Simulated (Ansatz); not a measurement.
Two isomers of C2H6O2Si: A = `OC1CO[SiH2]1`, B = `C1OC[SiH2]O1`.

Isolated molecules relaxed with PBE0-D4/def2-TZVP in Ansatz; ΔE leaves out vibrations. CCSD(T)/CBS is the MP2 limit (def2-TZVPP, def2-QZVPP) plus CCSD(T) − MP2 in def2-TZVPP, frozen cores. DFT in def2-TZVPP. B3LYP here is the variant with VWN-RPA as its local correlation; programs differ in this. One conformer a species, not always the lowest.

A:

```xyz
11

O    -1.673    0.720   -0.163
C    -0.428    0.179   -0.556
C     0.729    0.993    0.062
O     1.439   -0.004    0.833
Si    0.360   -1.219    0.465
H    -2.369    0.113   -0.426
H    -0.344    0.111   -1.646
H     1.405    1.435   -0.674
H     0.334    1.775    0.716
H     0.987   -2.379   -0.226
H    -0.439   -1.724    1.615
```

B:

```xyz
11

C     0.1471   -1.1853    0.7821
O    -0.9832   -0.3616    0.8439
C    -0.6825    0.9165    0.2814
Si    0.4366    0.4016   -1.1578
O     0.7658   -1.0772   -0.4793
H    -0.1925   -2.2110    0.9354
H     0.8736   -0.9028    1.5606
H    -0.1656    1.5550    1.0118
H    -1.6268    1.3911    0.0167
H    -0.2351    0.2495   -2.4719
H     1.6625    1.2243   -1.3230
```

Problem. Which isomer does CCSD(T)/CBS put lower? Give the gap. (Best estimate.)

Solution. The calculation gave: B, by 54.6 kJ/mol.

Problem. Give E(B) − E(A) in kJ/mol with CCSD/def2-TZVPP, B3LYP, LDA (SPW92), B2PLYP, PBE0-D4, MP2/def2-TZVPP, B3LYP-D4. (An estimate is asked.)

Solution. The calculation gave: CCSD/def2-TZVPP -57.4, B3LYP -57.8, LDA (SPW92) -60.1, B2PLYP -58.1, PBE0-D4 -55.3, MP2/def2-TZVPP -54.9, B3LYP-D4 -58.8. None reverses the order clearly.

Problem. Does the order hold for the free energy at 298.15 K (harmonic terms from PBE0-D4)? (Estimate.)

Solution. The calculation gave: Yes: G(B) − G(A) = -48.4 kJ/mol, for one conformer each.

Largest T1 diagnostic: 0.013.

At CCSD(T), def2-SVP lies −10.2 kJ/mol from the extrapolated value and def2-TZVPP −2.7 kJ/mol. In def2-TZVPP, CCSD(T) changes the Hartree–Fock value by +9.6 kJ/mol (the triples alone add +0.1 kJ/mol) and MP2 by +12.1 kJ/mol.
